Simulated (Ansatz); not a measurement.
Ansatz (a quantum-chemistry and plane-wave program) input file for InBr2, SMILES [Br][In][Br], multiplicity 2, PBE0-D3(BJ)/def2-SVP. 

Ansatz 0.2 input:
```yaml
crystal:
  periodic: [false, false, false]
  atoms:
    - {symbol: In, position_ang: [0.00000000, -0.00000000, 0.83487722]}
    - {symbol: Br, position_ang: [-0.00000000, -2.21774256, -0.58441406]}
    - {symbol: Br, position_ang: [-0.00000000, 2.21774256, -0.58441406]}
basis:
  gaussian:
    orbitals: def2-SVP
hamiltonian:
  xc: pbe0
  dispersion: d3bj
magnetization: {spin_polarized: true, initial_magnetization: 1}
relax: {f_tol: 0.002, max_steps: 200}
```

Log of the run:

```
WARN ansatz: RAYON_NUM_THREADS=1 ignored (pool sized by the plan → 1); use --threads N
Functional definition: PBE0
integrals: 0.04 GiB planned
1017 factors; integrals over basis functions are off by at most 2.5e-4 eV
mean field: 0.89 GiB planned
mean field evaluation 1: about -145234.5369 eV, gradient 1.2e1 eV
mean field evaluation 2: about -145233.1268 eV, gradient 2.0e1 eV
mean field evaluation 4: about -145235.7726 eV, gradient 3.0e-1 eV
mean field evaluation 8: about -145235.7816 eV, gradient 3.5e-2 eV
mean field evaluation 16: about -145235.7816 eV, gradient 8.9e-5 eV
mean field -145235.78163721 eV, -5337.3165308188 hartree, gradient 4.4e-5 eV, S^2 0.755793; 0 other end points of the search recorded, 0 dependent functions left out
the calculation of the forces begins
reference -145235.78166397 eV, -5337.3165318022 hartree; 46, 45 occupied and 44, 45 virtual orbitals, 1017 factors
relax step   1: F+E_penalty+E_count = -145235.86526494 eV  Δ(F+E_penalty+E_count) = +0.000e0 eV  max|allowed force component| = 9.611e-1 eV/Å  Δτ_max = 0.0000 Å  (30 SCF iters, accepted)
these checks for a lower state are left out or cut short: starts, cluster_reference, orbital_swaps, neighbouring_geometries, increment
integrals: 0.04 GiB planned
1017 factors; integrals over basis functions are off by at most 2.4e-4 eV
mean field: 0.89 GiB planned
mean field -145235.87797633 eV, -5337.3200712161 hartree, gradient 1.2e-5 eV, S^2 0.754313; 0 other end points of the search recorded, 0 dependent functions left out
the calculation of the forces begins
reference -145235.87800315 eV, -5337.3200722021 hartree; 46, 45 occupied and 44, 45 virtual orbitals, 1017 factors
relax step   2: F+E_penalty+E_count = -145235.96283450 eV  Δ(F+E_penalty+E_count) = -9.757e-2 eV  max|allowed force component| = 5.586e-2 eV/Å  Δτ_max = 0.1009 Å  (32 SCF iters, accepted)
these checks for a lower state are left out or cut short: starts, cluster_reference, orbital_swaps, neighbouring_geometries, increment
integrals: 0.04 GiB planned
1017 factors; integrals over basis functions are off by at most 2.4e-4 eV
mean field: 0.89 GiB planned
mean field evaluation 32: about -145235.8787 eV, gradient 4.7e-5 eV
mean field -145235.87872765 eV, -5337.3200988269 hartree, gradient 4.7e-5 eV, S^2 0.754414; 0 other end points of the search recorded, 0 dependent functions left out
the calculation of the forces begins
reference -145235.87875452 eV, -5337.3200998141 hartree; 46, 45 occupied and 44, 45 virtual orbitals, 1017 factors
relax step   3: F+E_penalty+E_count = -145235.96328136 eV  Δ(F+E_penalty+E_count) = -4.469e-4 eV  max|allowed force component| = 1.846e-2 eV/Å  Δτ_max = 0.0107 Å  (30 SCF iters, accepted)
these checks for a lower state are left out or cut short: starts, cluster_reference, orbital_swaps, neighbouring_geometries, increment
integrals: 0.04 GiB planned
1017 factors; integrals over basis functions are off by at most 2.4e-4 eV
mean field: 0.89 GiB planned
mean field -145235.87882624 eV, -5337.3201024500 hartree, gradient 1.5e-5 eV, S^2 0.754411; 0 other end points of the search recorded, 0 dependent functions left out
the calculation of the forces begins
reference -145235.87885312 eV, -5337.3201034378 hartree; 46, 45 occupied and 44, 45 virtual orbitals, 1017 factors
relax step   4: F+E_penalty+E_count = -145235.96330871 eV  Δ(F+E_penalty+E_count) = -2.735e-5 eV  max|allowed force component| = 5.709e-3 eV/Å  Δτ_max = 0.0040 Å  (27 SCF iters, accepted)
these checks for a lower state are left out or cut short: starts, cluster_reference, orbital_swaps, neighbouring_geometries, increment
integrals: 0.04 GiB planned
1017 factors; integrals over basis functions are off by at most 2.4e-4 eV
mean field: 0.89 GiB planned
mean field -145235.87879368 eV, -5337.3201012534 hartree, gradient 2.1e-5 eV, S^2 0.754402; 0 other end points of the search recorded, 0 dependent functions left out
the calculation of the forces begins
reference -145235.87882056 eV, -5337.3201022411 hartree; 46, 45 occupied and 44, 45 virtual orbitals, 1017 factors
relax step   5: F+E_penalty+E_count = -145235.96331417 eV  Δ(F+E_penalty+E_count) = -5.460e-6 eV  max|allowed force component| = 1.200e-4 eV/Å  Δτ_max = 0.0014 Å  (23 SCF iters, accepted)
integrals: 0.04 GiB planned
1017 factors; integrals over basis functions are off by at most 2.4e-4 eV
mean field: 0.89 GiB planned
mean field -145235.87879368 eV, -5337.3201012534 hartree, gradient 2.1e-5 eV, S^2 0.754402; 1 other end points of the search recorded, 0 dependent functions left out
the calculation of the forces begins
reference -145235.87882056 eV, -5337.3201022411 hartree; 46, 45 occupied and 44, 45 virtual orbitals, 1017 factors
Total energy: -145235.96334105 eV, -5337.3232083118 hartree
Atom 0 at    -0.000000    -0.000000     0.729195 Å, force     0.000000     0.000000    -0.000090 eV/Å
Atom 1 at    -0.000000    -2.191012    -0.531573 Å, force    -0.000000     0.000120     0.000045 eV/Å
Atom 2 at     0.000000     2.191012    -0.531573 Å, force     0.000000    -0.000120     0.000045 eV/Å
Dipole moment:    -0.000000     0.000000     0.488191 e Å
```

Self-consistency was reached.
